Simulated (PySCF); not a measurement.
## Spinor energies of Ir³⁺ (iridium, charge +3)

Start: [Xe] 4f14 5d6; 5d3/2 filled at m_j = +3/2; 5d5/2 filled at m_j = -3/2, -1/2, +1/2, +3/2, +5/2. Calculated with PySCF 2.14 in x2c-TZVPall-2c with one added diffuse shell each of s, p, d type (12s12p11d2f, 117 functions): generalised Hartree-Fock with the X2C-1e Hamiltonian and a Gaussian nucleus; spin-orbit coupling (SO) screened by Boettger's factors. This is a chosen level, not necessarily the ground level.

| spinor shell | electrons | ε, screened SO (eV) | weight of nominal j (screened SO) | rms radius, screened SO (bohr) |
| --- | --- | --- | --- | --- |
| 1s1/2 | 2 | -76539.6 | 1.000 | 0.0197 |
| 2s1/2 | 2 | -13560.0 | 1.000 | 0.0795 |
| 2p1/2 | 2 | -12968.4 | 1.000 | 0.0675 |
| 2p3/2 | 4 | -11335.1 | 1.000 | 0.0752 |
| 3s1/2 | 2 | -3261.1 | 1.000 | 0.203 |
| 3p1/2 | 2 | -2996.7 | 1.000 | 0.195 |
| 3p3/2 | 4 | -2633.5 | 1.000 | 0.210 |
| 3d3/2 | 4 | -2197.1 | 1.000 | 0.185 |
| 3d5/2 | 6 | -2119.0 | 1.000 | 0.189 |
| 4s1/2 | 2 | -755.28 | 1.000 | 0.450 |
| 4p1/2 | 2 | -642.65 | 1.000 | 0.456 |
| 4p3/2 | 4 | -555.53 | 1.000 | 0.490 |
| 4d3/2 | 4 | -370.56 | 0.999 | 0.507 |
| 4d5/2 | 6 | -353.58 | 0.999 | 0.519 |
| 5s1/2 | 2 | -146.46 | 1.000 | 1.05 |
| 4f5/2 | 6 | -115.68 | 0.987 | 0.586 |
| 4f7/2 | 8 | -112.35 | 0.990 | 0.586 |
| 5p1/2 | 2 | -110.10 | 0.956 | 1.15 |
| 5p3/2 | 4 | -93.019 | 0.980 | 1.23 |
| 5d5/2 | 5 | -44.710 | 0.462 | 1.64 |
| 5d3/2 | 1 | -41.103 | 0.625 | 1.67 |

```csv
quantity,screened SO
E (hartree),-17837.14725
M_J,4
⟨J²⟩,20.036
⟨L²⟩,6.873
⟨S²⟩,5.700
```

Each row is a mean over spinors that exchange with the open shell spreads, by up to 8.610 eV (5p3/2).

Rows whose weight is well below 1 are mixtures of j = l ± 1/2: exchange outweighs spin-orbit coupling there, and the label is only the starting occupation.

Breit and QED terms are absent; they matter most for the inner s and p1/2 levels.

Densities and radii are taken from the X2C orbitals without a picture-change correction, which distorts them close to the nucleus.
